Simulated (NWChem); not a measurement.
Program: NWChem. System: HFPbS, charge 0, spin multiplicity 1, at a geometry optimised with B3LYP/def2-SVP with def2 effective core potentials on Pb. The structure started from a generated list of species. Level: CCSD(T)/def2-SVPD with def2 effective core potentials on Pb, 10 core orbitals frozen.

Output (cleaned and shortened):

```
             Northwest Computational Chemistry Package (NWChem) 7.3.0
             --------------------------------------------------------

                                NWChem Input Module
                                -------------------

 Scaling coordinates for geometry "geometry" by  1.889725989
 (inverse scale =  0.529177249)

 Turning off AUTOSYM since
 SYMMETRY directive was detected!

                             Geometry "geometry" -> ""
                             -------------------------

 Output coordinates in angstroms (scale by  1.889725989 to convert to a.u.)

  No.       Tag          Charge          X              Y              Z
 ---- ---------------- ---------- -------------- -------------- --------------
    1 Pb                  82.0000    -0.36875400    -0.19953500     0.00000000
    2 F                    9.0000     1.08756200    -1.66898900     0.00000000
    3 S                   16.0000     1.26312600     1.79365300     0.00000000
    4 H                    1.0000     0.23977100     2.68432500     0.00000000

 Effective nuclear repulsion energy (a.u.)     502.3013146748

            Nuclear Dipole moment (a.u.)
            ----------------------------
        X                 Y               Z
 ---------------- ---------------- ----------------
     0.0000321253     0.0000037795     0.0000000000

      Symmetry information
      --------------------

 Group name             Cs
 Group number              2
 Group order               2
 No. of unique centers     4

      Symmetry unique atoms

     1    2    3    4


 Summary of "ao basis" -> "" (spherical)
 ------------------------------------------------------------------------------
       Tag                 Description            Shells   Functions and Types
 ---------------- ------------------------------  ------  ---------------------
 *                         def2-svpd                  on all atoms

 Summary of "ao basis" -> "ao basis" (spherical)
 ------------------------------------------------------------------------------
       Tag                 Description            Shells   Functions and Types
 ---------------- ------------------------------  ------  ---------------------
 Pb                        def2-svpd                12       32   5s4p3d
 F                         def2-svpd                 9       23   4s3p2d
 S                         def2-svpd                11       27   5s4p2d
 H                         def2-svpd                 4        8   2s2p

                                 NWChem SCF Module
                                 -----------------

  ao basis        = "ao basis"
  functions       =    90
  atoms           =     4
  closed shells   =    24
  open shells     =     0
  charge          =   0.00
  wavefunction    = RHF
  use symmetry    = T
  symmetry adapt  = T

 Summary of "ao basis" -> "ao basis" (spherical)
 ------------------------------------------------------------------------------
       Tag                 Description            Shells   Functions and Types
 ---------------- ------------------------------  ------  ---------------------
 Pb                        def2-svpd                12       32   5s4p3d
 F                         def2-svpd                 9       23   4s3p2d
 S                         def2-svpd                11       27   5s4p2d
 H                         def2-svpd                 4        8   2s2p

      Symmetry analysis of basis
      --------------------------

        a'         63
        a"         27

 Forming initial guess at       0.1s

      Superposition of Atomic Density Guess
      -------------------------------------

 Sum of atomic energies:        -716.50804122

      Non-variational initial energy
      ------------------------------

 Total energy =    -688.934189
 1-e energy   =   -1336.124375
 2-e energy   =     490.992322
 HOMO         =      -0.298619
 LUMO         =      -0.045342

      Symmetry analysis of molecular orbitals - initial
      -------------------------------------------------

  Numbering of irreducible representations:

     1 a'          2 a"

  Orbital symmetries:

     1 a'          2 a'          3 a'          4 a'          5 a'
[...]
     5      2.816241  1 Pb s                 60     -1.771749  3 S  s
     4     -1.305012  1 Pb s                 71      0.489205  3 S  py
    16      0.365289  1 Pb py                28      0.366887  1 Pb d -2
    70      0.290471  3 S  px                15      0.239216  1 Pb px
    30     -0.235953  1 Pb d  0              59      0.225568  3 S  s

 Vector   27  Occ=0.000000D+00  E= 4.996149D-02  Symmetry=a'
              MO Center= -1.2D+00,  8.3D-01,  3.0D-14, r^2= 7.0D+00
   Bfn.  Coefficient  Atom+Function         Bfn.  Coefficient  Atom+Function
  ----- ------------  ---------------      ----- ------------  ---------------
     4      0.896291  1 Pb s                  5     -0.615585  1 Pb s
    16     -0.598175  1 Pb py                84      0.462467  4 H  s
    60     -0.404117  3 S  s                 28      0.355530  1 Pb d -2
    71     -0.355670  3 S  py                43      0.304228  2 F  px
    13     -0.279408  1 Pb py                70      0.266373  3 S  px

 center of mass
 --------------
 x =  -0.11197744 y =  -0.09562657 z =   0.00000000

 moments of inertia (a.u.)
 ------------------
         609.428926664186        -189.707922424071           0.000000000000
        -189.707922424071         360.348587762323           0.000000000000
           0.000000000000           0.000000000000         969.777514426509

  Mulliken analysis of the total density
  --------------------------------------

    Atom       Charge   Shell Charges
 -----------   ------   -------------------------------------------------------
    1 Pb  22    20.68   2.99 -0.94  1.24  0.60 -0.03  3.37  2.62  0.63  0.17  9.77  0.29 -0.02
    2 F    9     9.78   1.99  1.11  0.85  0.03  3.29  2.27  0.22  0.00  0.00
    3 S   16    16.75   2.00  1.99  1.18  0.72  0.05  5.94  1.70  2.86  0.23  0.04  0.04
    4 H    1     0.79   0.70  0.06  0.03  0.01

       Multipole analysis of the density wrt the origin
       ------------------------------------------------

     L   x y z        total         open         nuclear
     -   - - -        -----         ----         -------
     0   0 0 0      0.000000      0.000000     48.000000

     1   1 0 0     -2.098436      0.000000     41.810673
     1   0 1 0      0.402348      0.000000     22.623992
     1   0 0 1      0.000000      0.000000      0.000000

     2   2 0 0    -37.895076      0.000000    140.064127
     2   1 1 0      0.190892      0.000000     79.191791
     2   1 0 1     -0.000000      0.000000      0.000000
     2   0 2 0    -39.671416      0.000000    302.205922
     2   0 1 1     -0.000000      0.000000      0.000000
     2   0 0 2    -32.957563      0.000000      0.000000

                   NWChem Extensible Many-Electron Theory Module
                   ---------------------------------------------


            General Information
            -------------------
      Number of processors :     1
         Wavefunction type : Restricted Hartree-Fock
          No. of electrons :    48
           Alpha electrons :    24
            Beta electrons :    24
           No. of orbitals :   180
            Alpha orbitals :    90
             Beta orbitals :    90
        Alpha frozen cores :    10
         Beta frozen cores :    10
     Alpha frozen virtuals :     0
      Beta frozen virtuals :     0
         Spin multiplicity : singlet
    Number of AO functions :    90
       Number of AO shells :    36
        Use of symmetry is : on
      Symmetry adaption is : on
         Schwarz screening : 0.10D-09

          Correlation Information
          -----------------------
          Calculation type : Coupled-cluster singles & doubles w/ perturbation
   Perturbative correction : (T)
            Max iterations :      100
        Residual threshold : 0.10D-05
     T(0) DIIS level shift : 0.00D+00
     L(0) DIIS level shift : 0.00D+00
     T(1) DIIS level shift : 0.00D+00
     L(1) DIIS level shift : 0.00D+00
     T(R) DIIS level shift : 0.00D+00
     T(I) DIIS level shift : 0.00D+00
   CC-T/L Amplitude update :  5-th order DIIS
                I/O scheme : Global Array Library
        L-threshold :  0.10D-05
        EOM-threshold :  0.10D-05
 no EOMCCSD initial starts read in
 TCE RESTART OPTIONS
 SLICE:      F
 D4D5:       F
 quantumc:   F
 qrotation:  F
 pwtce:      F
 qducc:      F
 nacto:                         0
 nrotv:                         0
 nrot:                          0

            Memory Information
            ------------------
          Available GA space size is     249028700 doubles
          Available MA space size is     104846116 doubles

 Maximum block size supplied by input
 Maximum block size        24 doubles

 tile_dim =     23

 -------------------------------------------------
   1    alpha     a'    10 doubles       0       1
   2    alpha     a"     4 doubles      10       2
   3    beta      a'    10 doubles      14       1
   4    beta      a"     4 doubles      24       2
   5    alpha     a'    22 doubles      28       5
   6    alpha     a'    23 doubles      50       6
   7    alpha     a"    21 doubles      73       7
   8    beta      a'    22 doubles      94       5
   9    beta      a'    23 doubles     116       6
  10    beta      a"    21 doubles     139       7

 Global array virtual files algorithm will be used

 Parallel file system coherency ......... OK

 4-electron integrals stored in orbital form

 v2    file size   =          5147296
 4-index algorithm nr.  13 is used
 imaxsize =       30
 imaxsize ichop =        0


CCSD iterations
 ---------------------------------------------------------
 Iter          Residuum       Correlation     Cpu    Wall
 ---------------------------------------------------------
    1   0.1506022490098  -0.4430249401317     0.8     0.8
    2   0.0412762107909  -0.4547400246364     0.8     0.8
    3   0.0142871754917  -0.4632647978643     0.8     0.8
    4   0.0070157103179  -0.4642224946483     0.8     0.8
    5   0.0029697554890  -0.4653479145279     0.8     0.8
    6   0.0013479611363  -0.4655858724958     0.8     0.8
    7   0.0008435748920  -0.4656317861336     0.8     0.8
    8   0.0004873485289  -0.4656475315557     0.8     0.8
    9   0.0003604797812  -0.4656497425895     0.8     0.8
   10   0.0002219666140  -0.4656656364297     0.8     0.8
   11   0.0000539856203  -0.4656759608099     0.8     0.8
   12   0.0000324566265  -0.4656754766555     0.8     0.8
   13   0.0000188769080  -0.4656755139643     0.8     0.8
   14   0.0000136970892  -0.4656751981354     0.8     0.8
   15   0.0000085218903  -0.4656750923674     0.8     0.8
   16   0.0000030971668  -0.4656747513043     0.8     0.8
   17   0.0000016110437  -0.4656750054256     0.8     0.8
   18   0.0000011164500  -0.4656750118035     0.8     0.8
   19   0.0000007180964  -0.4656750738451     0.8     0.8
 -----------------------------------------------------------------
 Iterations converged
 CCSD correlation energy / hartree =        -0.465675073845103
 CCSD total energy / hartree       =      -689.721638839553293

 Singles contributions

 Doubles contributions
 CCSD(T)
 Using plain CCSD(T) code
             total no. of tasks           74
 total no. of tasks / no. procs           74
                         wl_min       592704           9.2
                         wl_max     12167000          15.2
        thresh for no. of tasks           74

 CCSD[T]  correction energy / hartree =        -0.018056972427041
 CCSD[T] correlation energy / hartree =        -0.483732046272145
 CCSD[T] total energy / hartree       =      -689.739695811980368
 CCSD(T)  correction energy / hartree =        -0.015861208205557
 CCSD(T) correlation energy / hartree =        -0.481536282050660
 CCSD(T) total energy / hartree       =      -689.737500047758886

 Task  times  cpu:       59.3s     wall:       59.3s

 Total times  cpu:       59.3s     wall:       59.3s
```

Question: Write an NWChem input that would produce this output.

Answer: This is not unique; one that fits is 
```
start mol
memory heap 100 mb stack 700 mb global 1900 mb
geometry units angstroms nocenter noautoz
  Pb    -0.368754    -0.199535     0.000000
  F      1.087562    -1.668989     0.000000
  S      1.263126     1.793653     0.000000
  H      0.239771     2.684325     0.000000
  symmetry group Cs
end
basis spherical
  * library def2-svpd
end
ecp
  Pb library def2-ecp
end
scf
  rhf
  nopen 0
  maxiter 100
  thresh 1e-7
  semidirect memsize 60000000 filesize 0
end
tce
  freeze core 10
  ccsd(t)
  2eorb
  2emet 13
  thresh 1e-6
  maxiter 100
  tilesize 24
end
task tce energy
```
